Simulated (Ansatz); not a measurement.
Cost and result for the atomization energy of CH8AlFSi2, SMILES `F[SiH]([SiH3])[CH2][AlH2]` (13 atoms, 12 bonds).

```xyz
13

F     0.360    2.178    1.843
Si    0.002    0.734    1.237
Si   -1.388    0.925   -0.646
C     1.394   -0.219    0.525
Al    0.538   -1.527   -0.707
H    -0.699   -0.026    2.303
H    -1.051   -0.377   -1.381
H    -0.992    1.981   -1.613
H    -2.863    0.892   -0.491
H     2.041    0.421   -0.084
H     2.004   -0.713    1.287
H     1.090   -1.653   -2.189
H    -0.436   -2.616   -0.084
```

The species carries charge 0 and has multiplicity 1. Geometry: relaxed with PBE0-D4/def2-TZVP. It is one conformer, not always the lowest. Program: Ansatz. All runs use 4 threads of an Arm Neoverse V1 on a shared host. Times are those of one run each, without the atoms' runs, and a repeat can differ threefold. Electronic energies, without spin–orbit coupling; frozen cores. CCSD(T)/CBS adds CCSD(T) − MP2 in def2-TZVPP to the MP2 limit, and its time is that of the two runs behind it. T1 = 0.012. B3LYP takes the VWN-RPA correlation (the form of Gaussian; ORCA's B3LYP/G).

CCSD(T)/CBS is a level of theory with its own doubt, some kJ/mol a heavy atom from the limit and from the frozen cores, so smaller differences don't rank the functionals.

```csv
level,functions,wall time,atomization (kJ/mol),difference from CCSD(T)/CBS,per bond
PBE-D4/def2-TZVPP (with forces),300,4.2 s,4174.8,-27.6,-2.3
PBE0-D4/def2-TZVPP,300,6 s,4150.6,-51.8,-4.3
r2SCAN-D4/def2-TZVPP (with forces),300,8.5 s,4200.9,-1.5,-0.1
B3LYP-D4/def2-TZVPP (with forces),300,9 s,4176.5,-25.9,-2.2
B2PLYP/def2-TZVPP,300,10 s,4125.5,-76.9,-6.4
ωB97X-V/def2-TZVPP,300,14 s,4220.8,18.4,1.5
ωB97M-V/def2-TZVPP (with forces),300,21 s,4198.2,-4.2,-0.4
MP2/def2-QZVPP,564,40 s,4172.9,-29.5,-2.5
CCSD(T)/def2-TZVPP,300,5.5 min,4094.5,-107.9,-9.0
CCSD(T)/CBS(def2),–,6.1 min,4202.4,0.0,0.0
```

From PBE to PBE0 (25 % exact exchange), in def2-TZVPP and without D4, the atomization energy moves by −19.6 kJ/mol: exact exchange takes away binding that semilocal exchange gives to molecules. The D4 term adds +52.8 kJ/mol with B3LYP and +27.9 kJ/mol with PBE0; it sums over pairs of atoms, weighted by their polarisabilities, and B3LYP, whose exchange is more repulsive, gets the larger term. In def2-TZVPP, CCSD(T) changes the Hartree–Fock value by +907.4 kJ/mol (the triples alone add +44.3 kJ/mol) and MP2 by +920.8 kJ/mol; breaking electron pairs costs correlation energy, which Hartree–Fock lacks.
